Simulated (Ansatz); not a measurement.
Species: sum formula H$_{5}$SiNO$_{3}$ (charge 0, singlet). 
Structure (B3LYP-D3(BJ)/def2-TZVP (Ansatz, an electronic-structure program) minimum search):
SMILES: [Si](O)(N)(O)O
```xyz
10

N     -0.1832    -0.0680    -1.6785
Si    -0.0106    -0.0090     0.0175
O     -1.1223    -0.9063     0.8086
O     -0.2249     1.5439     0.5139
O      1.4594    -0.6274     0.4180
H     -0.9703     0.3911    -2.1107
H      0.0460    -0.9191    -2.1686
H     -1.0865    -0.9209     1.7683
H      0.3112     2.2244     0.1009
H      2.2339    -0.2542    -0.0086
```
Charge 0, spin multiplicity 1.

Total electronic energies in hartree. Cores are frozen in the correlated levels unless marked. No spin-orbit coupling. Non-relativistic. CBS(X,Y): correlation extrapolated as X^-3; Hartree-Fock from the larger set.

| level | program | energy (Eh) |
|---|---|---|
| RI-HF/cc-pV(Q+d)Z | Ansatz | -571.25892 |
| PBE0-D3(BJ)/def2-TZVPD | Ansatz + dftd3 | [?] |
| CAM-B3LYP/def2-TZVPD | Ansatz | [?] |
| LC-wPBE-D4/def2-TZVPD | Ansatz + dftd4 | [?] |
| CCSD/aug-cc-pV(T+d)Z | Ansatz | -572.33129 |
| CCSD/cc-pV(T+d)Z | Ansatz | -572.30173 |
| CCSD/cc-pVTZ | Ansatz | -572.29231 |
| CCSD(T)/6-31G* | Ansatz | -571.86168 |
| CCSD(T)/CBS(aug-cc-pV(T+d)Z,aug-cc-pV(Q+d)Z) | Ansatz | -572.5081 |

Q: What belongs in the gaps?

A: 
- PBE0-D3(BJ)/def2-TZVPD, energy (Eh): -572.84840
- CAM-B3LYP/def2-TZVPD, energy (Eh): -573.18939
- LC-wPBE-D4/def2-TZVPD, energy (Eh): -573.02741
